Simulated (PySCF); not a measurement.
AlH₆O₂Si₂, SMILES [O]([SiH3])[Al+][O][SiH3], charge +1.

Geometry: PBE0-D3(BJ)/def2-SVP. The multiplicity is an assumed one; no other spin state was optimised. The isomer is the one that the SMILES or the coordinates give; other isomers of the formula were not compared. The values are those of a single conformer.

Method: PBE/def2-TZVP (PySCF).

Symmetry labels are those of the subgroup C2 that the program uses (full group D3).

### Question
List the valence orbital energies around the gap with their symmetry. (An estimate is asked for; the answer gives what the named calculation found.)

### Answer

| orbital | symmetry | energy (eV) |
|---|---|---|
| HOMO−7 | A | -14.36 |
| HOMO−6 | B | -14.36 |
| HOMO−5 | B | -14.13 |
| HOMO−4 | A | -14.13 |
| HOMO−3 | A | -12.09 |
| HOMO−2 | B | -12.09 |
| HOMO−1 | B | -11.99 |
| HOMO | A | -11.99 |
| LUMO | A | -8.67 |
| LUMO+1 | B | -5.90 |
| LUMO+2 | A | -5.90 |
| LUMO+3 | B | -4.66 |
